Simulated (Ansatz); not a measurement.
The inner images of a band of BH4NSSi (8 atoms, charge 0, multiplicity 1) are given out of order.

These are results of RKS BHLYP-D4/def2-SVP (Ansatz), not measurements.

Initial state:

```xyz
8
Properties=species:S:1:pos:R:3
N -0.613 1.594 -0.276
B -0.198 0.280 -0.261
Si 0.626 -1.275 0.538
S -0.274 -1.093 -1.436
H -1.079 2.008 -1.065
H -0.476 2.218 0.498
H 2.080 -1.533 0.543
H -0.066 -2.199 1.460
```

Final state:

```xyz
8
Properties=species:S:1:pos:R:3
N -0.389 1.435 -0.209
B 0.014 0.115 -0.277
Si 1.020 -1.942 0.275
S -0.365 -1.221 -1.365
H -1.039 1.827 -0.868
H -0.062 2.081 0.486
H 0.877 -0.170 0.624
H -0.058 -2.125 1.333
```

Q: Put them in order from the first end to the last, with their energies above the first end.
A.
```xyz
8
Properties=species:S:1:pos:R:3
N -0.548 1.398 -0.208
B -0.216 0.084 -0.418
Si 0.643 -1.466 0.373
S -0.290 -1.276 -1.576
H -1.028 1.987 -0.860
H -0.302 1.836 0.662
H 1.987 -0.916 0.513
H -0.247 -1.648 1.514
```
B.
```xyz
8
Properties=species:S:1:pos:R:3
N -0.396 1.318 -0.149
B 0.082 0.048 -0.411
Si 0.850 -1.904 0.410
S -0.259 -1.275 -1.508
H -1.047 1.790 -0.755
H -0.187 1.821 0.694
H 1.232 -0.273 0.351
H -0.275 -1.526 1.367
```
C.
```xyz
8
Properties=species:S:1:pos:R:3
N -0.461 1.330 -0.152
B -0.114 0.038 -0.454
Si 0.825 -1.845 0.428
S -0.264 -1.280 -1.534
H -1.012 1.880 -0.792
H -0.243 1.793 0.710
H 1.557 -0.491 0.424
H -0.288 -1.425 1.371
```
D.
```xyz
8
Properties=species:S:1:pos:R:3
N -0.381 1.376 -0.184
B 0.086 0.089 -0.357
Si 0.929 -1.941 0.347
S -0.287 -1.246 -1.444
H -1.090 1.774 -0.775
H -0.094 1.964 0.577
H 1.038 -0.182 0.477
H -0.201 -1.834 1.360
```
E.
```xyz
8
Properties=species:S:1:pos:R:3
N -0.531 1.361 -0.178
B -0.208 0.051 -0.429
Si 0.733 -1.703 0.379
S -0.272 -1.259 -1.552
H -1.015 1.941 -0.843
H -0.301 1.820 0.684
H 1.866 -0.749 0.493
H -0.273 -1.463 1.446
```
F.
```xyz
8
Properties=species:S:1:pos:R:3
N -0.572 1.466 -0.248
B -0.236 0.150 -0.419
Si 0.603 -1.311 0.429
S -0.295 -1.260 -1.556
H -1.046 2.055 -0.903
H -0.321 1.896 0.624
H 2.054 -1.143 0.537
H -0.188 -1.854 1.536
```
G.
```xyz
8
Properties=species:S:1:pos:R:3
N -0.599 1.538 -0.279
B -0.231 0.218 -0.372
Si 0.606 -1.259 0.497
S -0.282 -1.193 -1.500
H -1.069 2.081 -0.979
H -0.384 2.030 0.569
H 2.074 -1.365 0.556
H -0.116 -2.050 1.508
```

A: G (+0.09 eV), F (+0.44 eV), A (+1.08 eV), E (+1.46 eV), C (+1.30 eV), B (+0.88 eV), D (+0.70 eV).

The run took 3.4 min on 2 threads of Arm Neoverse N1, with other jobs on the host, peak memory 0.17 GiB.
